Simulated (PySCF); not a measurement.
Species: C₇H₆N₂ (charge +1 and doublet state).
Structure used (GFN2-xTB), in Å, numbered top down from 1:
```
atom  x, y, z in Å
C1    -2.4263   -0.1313   -0.1625
C2    -1.0838   -0.0584   -0.0729
C3    -0.0582   -0.8837    0.6196
C4     1.0424    0.0572    0.0668
C5     1.8015    0.7768    1.0727
N6     2.3492    1.3554    1.8841
C7     1.9990   -0.5708   -0.8258
N8     2.7067   -1.0835   -1.5535
C9    -0.0719    0.8784   -0.6303
H10   -2.9908    0.5895   -0.7336
H11   -2.9812   -0.9124    0.3338
H12    0.0127   -1.9251    0.2891
H13   -0.1356   -0.9152    1.7113
H14   -0.0100    0.9131   -1.7227
H15   -0.1581    1.9180   -0.2980
```

The species is `[CH2+][C]1CC(C#N)(C#N)C1` [radical] (charge +1).

Method used: UKS B3LYP, pcH-1 on C H N, non-relativistic, mean-field spin-orbit, GIAO (PySCF). Isolated species at its GFN2-xTB geometry, gas phase. Couplings are sensitive to structure, and on GFN2-xTB geometries they can be far from those on DFT ones, by a factor of two or more for some ions and for spin on atoms past the first row. No stability test was run, so a lower SCF solution isn't excluded.

The Mulliken spin populations are largest on C1 (+0.61) and C2 (+0.31). The angles at C1 add up to 360.0°, so it is planar; its axial dipolar tensor and the negative couplings of its protons fit spin in a p orbital normal to that plane.

Problem. McConnell's relation a(H) = Q·ρ ties the coupling of a proton on a planar π carbon to the spin population of that carbon. What Q do the computed values give?

Solution. 
| H | C | ρ(C) | a(H) (G) | a/ρ (G) |
| --- | --- | --- | --- | --- |
| H10 | C1 | +0.613 | -14.53 | -23.7 |
| H11 | C1 | +0.613 | -14.54 | -23.7 |

These protons share one ρ (within 0.01), so their mean ratio, Q = -23.7 G, is no test of linearity.

Couplings in gauss use g_iso = 2.0028.

The SMILES draws the unpaired electron on C2; the largest computed Mulliken spin population is on C1 (0.61 against 0.31).
